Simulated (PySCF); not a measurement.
## Spin-rotation constants: SMILES CCC=C1CC=CC1, C₈H₁₂

Molfile (atoms numbered from 1):
```
C8H12
     RDKit          3D

 20 20  0  0  0  0  0  0  0  0999 V2000
    2.9663    0.3597   -0.1979 C   0  0  0  0  0  0  0  0  0  0  0  0
    1.8875   -0.7192   -0.0951 C   0  0  0  0  0  0  0  0  0  0  0  0
    0.6734   -0.3417   -0.8871 C   0  0  0  0  0  0  0  0  0  0  0  0
   -0.5330   -0.1049   -0.3951 C   0  0  0  0  0  0  0  0  0  0  0  0
   -1.7395    0.2779   -1.2212 C   0  0  0  0  0  0  0  0  0  0  0  0
   -2.8269    0.4272   -0.2025 C   0  0  0  0  0  0  0  0  0  0  0  0
   -2.3981    0.1840    1.0236 C   0  0  0  0  0  0  0  0  0  0  0  0
   -0.9440   -0.1749    1.0564 C   0  0  0  0  0  0  0  0  0  0  0  0
    3.8532    0.0679    0.3605 H   0  0  0  0  0  0  0  0  0  0  0  0
    3.2484    0.5189   -1.2365 H   0  0  0  0  0  0  0  0  0  0  0  0
    2.5968    1.3004    0.2046 H   0  0  0  0  0  0  0  0  0  0  0  0
    1.6256   -0.8731    0.9521 H   0  0  0  0  0  0  0  0  0  0  0  0
    2.2886   -1.6599   -0.4851 H   0  0  0  0  0  0  0  0  0  0  0  0
    0.8364   -0.2456   -1.9537 H   0  0  0  0  0  0  0  0  0  0  0  0
   -1.9842   -0.4941   -1.9573 H   0  0  0  0  0  0  0  0  0  0  0  0
   -1.5751    1.2080   -1.7737 H   0  0  0  0  0  0  0  0  0  0  0  0
   -3.8287    0.7023   -0.4849 H   0  0  0  0  0  0  0  0  0  0  0  0
   -2.9860    0.2252    1.9246 H   0  0  0  0  0  0  0  0  0  0  0  0
   -0.3744    0.5266    1.6733 H   0  0  0  0  0  0  0  0  0  0  0  0
   -0.7915   -1.1743    1.4750 H   0  0  0  0  0  0  0  0  0  0  0  0
  1  2  1  0
  2  3  1  0
  3  4  2  3
  4  5  1  0
  5  6  1  0
  6  7  2  0
  7  8  1  0
  8  4  1  0
  1  9  1  0
  1 10  1  0
  1 11  1  0
  2 12  1  0
  2 13  1  0
  3 14  1  0
  5 15  1  0
  5 16  1  0
  6 17  1  0
  7 18  1  0
  8 19  1  0
  8 20  1  0
M  END
```

Method: PySCF, GIAO HCTH407/cc-pVDZ magnetisability, rotational g tensor and spin-rotation constants, non-relativistic, gas phase. Geometry: GFN2-xTB.

(1) Give the nuclear spin-rotation constants along the inertial axes (H = +C I·J) beside the isotropic shieldings.

Results:

(1) Rotational constants 5.3019, 1.1080, 0.9864 GHz. A star marks the isotopologue with that one atom substituted, in its own axes.
| atom | isotope | Caa (kHz) | Cbb (kHz) | Ccc (kHz) | mean (kHz) | σ (ppm) |
| --- | --- | --- | --- | --- | --- | --- |
| H9 | 1H | -0.117 | -0.070 | -0.107 | -0.098 | 30.5 |
| H10 | 1H | -0.495 | 0.011 | -0.113 | -0.199 | 30.8 |
| H11 | 1H | -0.440 | -0.122 | -0.007 | -0.190 | 30.9 |
| H12 | 1H | -0.481 | 0.035 | -0.114 | -0.187 | 29.5 |
| H13 | 1H | -0.370 | -0.112 | -0.005 | -0.162 | 29.6 |
| H14 | 1H | -0.477 | 0.102 | -0.114 | -0.163 | 26.1 |
| H15 | 1H | -0.554 | -0.039 | -0.016 | -0.203 | 28.3 |
| H16 | 1H | -0.559 | -0.048 | -0.008 | -0.205 | 28.3 |
| H17 | 1H | 0.436 | -0.094 | -0.111 | 0.077 | 25.9 |
| H18 | 1H | -0.087 | 0.019 | -0.114 | -0.061 | 25.9 |
| H19 | 1H | -0.399 | -0.059 | -0.028 | -0.162 | 28.4 |
| H20 | 1H | -0.518 | -0.068 | 0.003 | -0.195 | 28.3 |
| C1 | 13C* | 0.658 | 0.149 | 0.122 | 0.310 | 177.7 |
| C2 | 13C* | 0.821 | 0.164 | 0.142 | 0.376 | 164.1 |
| C3 | 13C* | 1.557 | 0.471 | 0.149 | 0.726 | 72.4 |
| C4 | 13C* | 1.726 | 0.477 | 0.174 | 0.792 | 59.2 |
| C5 | 13C* | 0.735 | 0.197 | 0.185 | 0.372 | 151.4 |
| C6 | 13C* | 2.273 | 0.327 | 0.151 | 0.917 | 69.8 |
| C7 | 13C* | 2.215 | 0.332 | 0.152 | 0.900 | 70.5 |
| C8 | 13C* | 0.785 | 0.189 | 0.166 | 0.380 | 155.2 |

For the geometry as given, no vibrational averaging.
